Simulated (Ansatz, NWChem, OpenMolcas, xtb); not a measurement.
## Ligand exchange: LiH + CHBrI2 → LiI + CH2BrI

Species: LiH, singlet; CHBrI2 (bromodiiodomethane) `BrC(I)I`, singlet; LiI (Lithium Iodide), singlet; CH2BrI (bromoiodomethane) `BrCI`, singlet. The partners trade H for I: Li–H and C–I bonds give way to Li–I and C–H.

Shapes, held fixed at every level: measured bond length; CHBrI2, CH2BrI from PBE0-D4/def2-TZVP. Programs: Ansatz 0.2.0, NWChem 7.3.0, OpenMolcas 26.06, xtb 6.7.1. A level may come from different programs for different species; with the same settings they agree closely. Electronic energies: no zero-point or thermal term.

| level | kind | ΔE (kJ/mol) |
| --- | --- | --- |
| GFN0-xTB | semi-empirical | -89.4 |
| HF/STO-3G | Hartree–Fock | -407.9 |
| HF/3-21G | Hartree–Fock | -394.7 |
| HF/def2-SVP | Hartree–Fock | -401.4 |
| SVWN5/def2-SVP | LDA | -325.7 |
| PBE0/def2-SVP | global hybrid | -353.6 |

PBE0/def2-SVP gives ΔE = -353.6 kJ/mol; the levels span -407.9 to -89.4. GFN0-xTB strays far from the other rows. The median of the levels is -374.2. No measured value is set beside it here. For atoms past krypton def2 sets carry core potentials with scalar relativity. All-electron rows are non-relativistic unless named. Relativity is left out for Br unless named. Rows in sets without polarisation functions are far from converged.
